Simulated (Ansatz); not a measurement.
CH₄Cl₂O₂Si, SMILES `OC(O)(Cl)[SiH2]Cl` at its PBE0-D4/def2-TZVP geometry, where that method's forces vanish. Total charge 0; spin multiplicity 1.

```xyz
10

O    -0.5911   -1.5297   -0.0072
C     0.2966   -0.5149   -0.2402
O     0.4134   -0.2066   -1.5872
Cl    1.9766   -0.9995    0.2703
Si   -0.1050    0.9745    0.8830
Cl   -1.8156    1.8168    0.1006
H    -0.3853   -2.2578   -0.6101
H    -0.4124    0.2188   -1.8548
H    -0.3606    0.5336    2.2686
H     0.9834    1.9648    0.7770
```

**Question.** What forces (eV/Å) does ωB97M-V/def2-TZVPP give on these atoms in Ansatz? (An estimate is asked.)

**Answer.** The calculation gave: 
```
O1  -0.150 -0.248 -0.015
C2   0.128  0.272  0.283
O3  -0.068  0.083 -0.246
Cl4  0.032 -0.042  0.007
Si5  0.140  0.013  0.127
Cl6 -0.036  0.002 -0.026
H7  -0.012  0.036  0.043
H8   0.055 -0.028 -0.006
H9   0.038  0.041 -0.179
H10 -0.127 -0.130  0.012
```
